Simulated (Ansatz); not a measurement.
`C[SiH](O)Cl` + `BS` → `BS[SiH](C)Cl` + H₂O at 400 K and 1 bar (ligand exchange at the Si–O bond).

Program: Ansatz. Geometries: PBE0-D4/def2-TZVP. ΔE: electronic, gas phase. CCSD(T)/CBS is the MP2 limit (def2-TZVPP, def2-QZVPP) plus CCSD(T) − MP2 in def2-TZVPP, frozen cores. This one scheme is used for every species. One conformer a species, not always the lowest.

| species | CCSD(T)/CBS energy (Eh) | H − E (kJ/mol) | S (J/(mol·K)) |
| --- | --- | --- | --- |
| `C[SiH](O)Cl` | -865.21254 | 191.2 | 358.3 |
| `BS` | -424.38198 | 95.9 | 260.4 |
| `BS[SiH](C)Cl` | -1213.19788 | 223.0 | 410.0 |
| H₂O | -76.37941 | 69.8 | 198.6 |

H − E and S are ideal-gas, rigid-rotor, harmonic terms from PBE0-D4/def2-TZVP, for one conformer and one mirror image of each species. 1 Eh = 2625.50 kJ/mol, R = 8.31446 J/(mol·K).

Problem. By hand: ΔE, ΔH, ΔS and ΔG.

Solution. ΔE = (-1213.19788) + (-76.37941) − (-865.21254) − (-424.38198) = 0.01723 Eh = 45.2 kJ/mol. Δ(H − E) = 223.0 + 69.8 − 191.2 − 95.9 = 5.7, so ΔH = 50.9 kJ/mol. ΔS = 410.0 + 198.6 − 358.3 − 260.4 = -10.1 J/(mol·K). ΔG = 50.9 − 400 × (-10.1)/1000 = 54.9 kJ/mol.

Problem. By hand: the equilibrium constant, and the temperature at which ΔG would vanish if ΔH and ΔS stayed fixed.

Solution. log₁₀ K = −ΔG/(RT ln 10) = -7.2. ΔH and −TΔS have one sign here, so there is no such temperature.

The number of gas molecules stays the same, so ΔS is small and ΔH decides. A doubt of 5 kJ/mol in ΔE shifts log₁₀ K by 0.7 here. Other conformers and mirror images would add mixing entropy, several J/(mol·K) or more a flexible species. Modes under 60 cm⁻¹, often nearly free rotors, make the harmonic entropy too high. These are equilibria of isolated gas molecules and say nothing of rates. Largest T1 diagnostic: 0.015 (customary marks: 0.02 for closed shells, 0.045 for open ones).

ΔS is within the doubt of such terms, so its sign, and with it that verdict, could turn.
